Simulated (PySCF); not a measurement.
# How the method changes the shape and vibrations of H3NOSi2

These are calculations, not measurements. The program is PySCF 2.14.0, an open-source quantum chemistry code, run on an isolated molecule that a program drew, which may never have been made. The molecule is H3NOSi2 (charge 0, singlet), drawn as the SMILES string `O[Si]N=[SiH2]`.

The geometry was optimised and harmonic frequencies were computed with HF and MP2, all in the cc-pV(D+d)Z basis, for the commonest isotopes, with a restricted reference for singlets and an unrestricted one otherwise, and a frozen core in MP2. Each result is a local minimum of its method.

Geometry at the HF minimum:
```xyz
7
H3NOSi2, angstrom
O     1.0077    2.8815    0.8640
Si    1.5652    1.8708   -0.3305
N     0.1814    0.9716   -0.7373
Si   -0.9102    0.0108   -1.3069
H     0.0962    2.8142    1.1154
H    -1.7891    0.3363   -2.4418
H    -1.2014   -1.3261   -0.7643
```

Lengths of the bonds as drawn, in Å (atoms numbered as above):
| bond | HF | MP2 |
|---|---|---|
| O1-Si2 | 1.661 | 1.682 |
| Si2-N3 | 1.700 | 1.728 |
| N3-Si4 | 1.562 | 1.600 |
| O1-H5 | 0.948 | 0.971 |
| Si4-H6 | 1.472 | 1.478 |
| Si4-H7 | 1.472 | 1.478 |

Rotational constants, in GHz:
| constant | HF | MP2 |
|---|---|---|
| A | 18.55 | 18.3 |
| B | 2.113 | 2.037 |
| C | 1.94 | 1.874 |

Harmonic frequencies in cm^-1, each column in rising order, so a row needn't be the same motion in every method:
| rank | HF | MP2 |
|---|---|---|
| 1 | 99 | 62 |
| 2 | 133 | 110 |
| 3 | 199 | 227 |
| 4 | 373 | 331 |
| 5 | 530 | 515 |
| 6 | 607 | 553 |
| 7 | 749 | 642 |
| 8 | 754 | 696 |
| 9 | 855 | 805 |
| 10 | 904 | 871 |
| 11 | 1094 | ? |
| 12 | 1430 | 1292 |
| 13 | 2361 | 2300 |
| 14 | 2364 | 2311 |
| 15 | 4130 | 3817 |

**Estimate the missing MP2 frequency from the HF column.**

A single factor s that minimises the squared misfit of MP2 against s times HF over the other rows is sum(HF x MP2) / sum(HF^2) = 0.9404, with an rms misfit of 46 cm^-1. For rank 11 it gives 0.9404 x 1094 = 1029 cm^-1. The calculation gives 1036 cm^-1, 7 cm^-1 above the estimate. The drawn bonds are on average 1.4 % longer in MP2 than in HF.
